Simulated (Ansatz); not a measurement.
## Energy profile

The step: BH₂Cl ([BH2][Cl]) + H₂O + NH₃ → BNH₄ ([BH2][NH2]) + HCl + H₂O; bonds formed: Cl2–H7, H5–O8; dative contacts that become bonds: B1–N6; bonds broken: B1–Cl2, H5–N6, H7–O8 (atoms numbered as in the saddle structure below).

```
11
angstrom
B -0.9826 -0.9238 -0.3144
Cl -1.1018 1.2668 -1.2835
H -0.8287 -1.4679 -1.3661
H -2.0630 -0.8336 0.1840
H 0.8775 0.5612 0.5286
N 0.1805 -0.8951 0.5922
H 0.0732 1.6242 -0.4678
O 1.0680 1.5601 0.3461
H 0.9228 -1.5371 0.3511
H -0.0390 -0.9810 1.5752
H 1.8931 1.6263 -0.1454
```

Electronic energies by CCSD(T) at an estimated basis limit (MP2 extrapolated from triple and quadruple zeta, plus CCSD(T) − MP2 in triple zeta), on PBE0-D4/def2-TZVP structures; BNH$_{7}$ClO, closed shell; no counterpoise correction. Program: Ansatz 0.2.0. Basis: def2-TZVPP and def2-QZVPP. Cores are frozen in the correlated methods. Extrapolation: Hartree–Fock as exp(−7.88 √X), correlation as X^−2.97.

Give the profile in kcal/mol, counted from the separated reactants. (An estimate is asked for; the value comes from the calculation.)

By the calculation:
| point | kcal/mol |
| --- | --- |
| separated: BH$_{2}$Cl (linked as [BH2][Cl]; B1, Cl2, H3, H4; singlet) + NH$_{3}$ (H5, N6, H9, H10; singlet) + H$_{2}$O (H7, O8, H11; singlet) | 0.00 |
| start structure | -40.23 |
| saddle | -8.68 |
| end structure | -21.42 |
| separated: BNH$_{4}$ (linked as [BH2][NH2]; B1, H3, H4, N6, H9, H10; singlet) + HCl (Cl2, H7; singlet) + H$_{2}$O (H5, O8, H11; singlet) | -11.53 |
The saddle lies below the separated reactants: the barrier is submerged.

The T1 diagnostic stays at or below 0.013.

The step is the kind of exchange with an N–H group that builds nitride films in atomic layer and chemical vapour deposition.

For scale, one of the runs: CCSD(T)/def2-TZVPP, 233 basis functions (an equivalent command: `ansatz run in.yaml --threads 4`). Hardware: 4 CPU threads, shared host. Wall time 88 s; peak host memory 4.2 GiB.
